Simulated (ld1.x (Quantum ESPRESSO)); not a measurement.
samarium: PAW pseudisation with Wu–Cohen, fully relativistic reference atom.

- Element: Sm (Z = 62)
- Generator: ld1.x (Quantum ESPRESSO) 7.5
- Type: PAW
- Functional: Wu–Cohen
- Relativity: fully relativistic
- Frozen core: [Kr] 4d10
- Valence charge: 16
- Reference configuration: 4f6 5s2 5p6 5d0 6s1 6p1
- Partial waves: 5s (bound): rcut 2.60, rcutus 2.75 bohr; 6s (bound): rcut 2.60, rcutus 2.75 bohr; 5p (bound): rcut 2.15, rcutus 2.40 bohr; 6p (bound): rcut 2.15, rcutus 2.40 bohr; 5d (bound, empty): rcut 2.45, rcutus 3.15 bohr; 5d channel at 0.2 Ry: rcut 2.45, rcutus 3.15 bohr; 4f (bound): rcut 1.20, rcutus 1.65 bohr; 4f channel at 0.2 Ry: rcut 1.20, rcutus 1.65 bohr
- Local potential: all-electron potential smoothed inside 3.10 bohr (lloc = -1)
- Core correction: Bessel-smoothed model core, default radius (core density twice the valence density)
- Augmentation charge: PSQ, inside the norm-conserving radii

Open shells are filled in proportion to 2j + 1 (rel_dist='average').

Calculated quality:

* Configuration tests: test run stopped at test 4 of 7 (negative rho)
* Density cutoff estimated by the generator: 387 Ry

The ghost test of this file was not conclusive.

Generation and tests took about 4 s on one core of a shared server CPU.
